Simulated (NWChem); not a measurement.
System: C4H2F2; SMILES C#C/C(F)=C\F

```xyz
8

C      1.3217    -1.9487     0.0000
C      0.4988    -1.0624     0.0000
C     -0.4939    -0.0532     0.0000
F     -1.7813    -0.4784     0.0000
C     -0.2764     1.2673     0.0000
F      0.9668     1.7639     0.0000
H      2.0607    -2.7179     0.0000
H     -1.0649     2.0109     0.0000
```
Atoms are numbered in this order, from 1.

Program: NWChem. Coordinates come from a B3LYP/6-31G* (spherical d) optimisation. GIAO values for the isolated, static molecule; σ is the absolute isotropic shielding, δ = σ(reference) − σ with the isolated reference molecule computed at the same levels (13C: tetramethylsilane, 19F: trichlorofluoromethane, 1H: tetramethylsilane).

For level LDA (Slater exchange, VWN5)/pcSseg-1:

```yaml
"δ C1 (ppm)": 108.6
"δ C2 (ppm)": 81.5
"δ C3 (ppm)": 152.2
"δ F4 (ppm)": -197.2
"δ F6 (ppm)": -192.4
```

Q: How do the values read with level PBE0/pcSseg-1 instead?

A: The δ C1 (ppm) comes out as 103.1 and the δ C2 (ppm) is 73.3. The δ C3 (ppm) comes out as 147.2, the δ F4 (ppm) comes out as -176.0 and the δ F6 (ppm) is -172.4.
